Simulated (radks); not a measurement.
Task: Ionisation ladder of cadmium, from Cd I to Cd XXII. Each ion is in the ground configuration listed by NIST, and IE = E(next ion) - E(this ion). Calculated with a radial shooting solver on a logarithmic mesh with Libxc functionals: scalar-relativistic Kohn-Sham, exchange-only LDA, spin-polarised, spherical densities, point nucleus; open shells are filled with parallel spins first (spin-orbit coupling, left out, can overturn this in heavy ions).

species       configuration  IE, Delta-SCF (eV)  <r> HOMO (bohr)
Cd I          [Kr] 4d10 5s2                   ?             2.93
Cd II         [Kr] 4d10 5s1              16.727             2.66
Cd III            [Kr] 4d10              36.397             1.26
Cd IV              [Kr] 4d9              51.836             1.21
Cd V               [Kr] 4d8              68.414             1.16
Cd VI              [Kr] 4d7              85.956             1.12
Cd VII             [Kr] 4d6              104.31             1.09
Cd VIII            [Kr] 4d5              129.78             1.05
Cd IX              [Kr] 4d4              150.51             1.02
Cd X               [Kr] 4d3              171.96            0.996
Cd XI              [Kr] 4d2              194.07            0.973
Cd XII             [Kr] 4d1              216.76            0.951
Cd XIII                [Kr]              306.14            0.857
Cd XIV    [Ar] 3d10 4s2 4p5              331.39            0.845
Cd XV     [Ar] 3d10 4s2 4p4              356.58            0.834
Cd XVI    [Ar] 3d10 4s2 4p3              390.11            0.822
Cd XVII   [Ar] 3d10 4s2 4p2                   ?            0.812
Cd XVIII  [Ar] 3d10 4s2 4p1                   ?            0.801
Cd XIX        [Ar] 3d10 4s2                   ?            0.765
Cd XX         [Ar] 3d10 4s1              547.96            0.757
Cd XXI            [Ar] 3d10              962.84            0.325
Cd XXII            [Ar] 3d9              1028.6            0.320

Estimate the withheld Delta-SCF values.

Result: Cd I: 8.208 eV (NIST 8.994); Cd XVII: 417.03 eV (NIST 421); Cd XVIII: 443.86 eV (NIST 452.6); Cd XIX: 516.31 eV (NIST 513).
